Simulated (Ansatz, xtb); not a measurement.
System: WH6 (charge -1, doublet). The spin state was set by rule; other spins were not relaxed. SMILES: [WH6-]
Coordinates optimised at B3LYP-D3(BJ)/def2-TZVP (Ansatz, a program for electronic structure):
```xyz
7

W      0.0043    -0.0162     0.0024
H      0.6753     1.5278     0.4272
H     -0.3203     0.4351     1.6442
H     -0.8804    -1.4166     0.7139
H      1.6347    -0.1917    -0.6114
H     -0.0396     1.0797    -1.3436
H     -1.3896    -0.2351    -1.0044
```
Charge -1, spin multiplicity 2.

Harmonic wavenumbers from GFN2-xTB (xtb, at its own minimum), cm⁻¹: 691, 691, 691, 802, 802, 802, 975, 975, 975, 1266, 1266, 1287, 1287, 1288, 1312.

Task: Give the harmonic wavenumbers at B3LYP-D3(BJ)/def2-TZVP (Ansatz, finite differences of forces, unscaled).

Result: 312, 352, 466, 588, 728, 748, 770, 992, 1048, 1628, 1786, 1796, 1829, 1843, 1912 cm⁻¹. Zero-point energy 24.0 kcal/mol.

Task: From these and the geometry, give the ideal-gas thermochemistry at 298.15 K and 1 atm (rigid rotor, harmonic oscillator).

Result: Point group Cs, rotational symmetry number 1. Rotational constants 50.22, 41.38, 34.36 GHz. S(trans) 41.63, S(rot) 19.05, S(vib) 4.69, S(elec, spin only) 1.38, S 66.7 cal/(mol K). H(298) - H(0) 3.34 kcal/mol; G - E(el) 7.5 kcal/mol.
